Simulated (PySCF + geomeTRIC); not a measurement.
Species: [Zn(CH3)2] (charge 0, multiplicity 1).

Problem. Give a relaxed geometry from TPSS-D3(BJ)/def2-SVP (PySCF + geomeTRIC).

Solution. This is not unique; one that fits is the end point of this relaxation, one of several conformers.
Cartesian coordinates (Å) in one orientation:
```xyz
9

Zn     0.000     0.000     0.000
C     -0.905     1.728     0.083
H     -0.397     2.482    -0.547
H     -0.929     2.122     1.117
H     -1.952     1.654    -0.267
C      0.905    -1.728    -0.083
H      2.005    -1.608    -0.099
H      0.619    -2.290    -0.993
H      0.653    -2.360     0.790
```
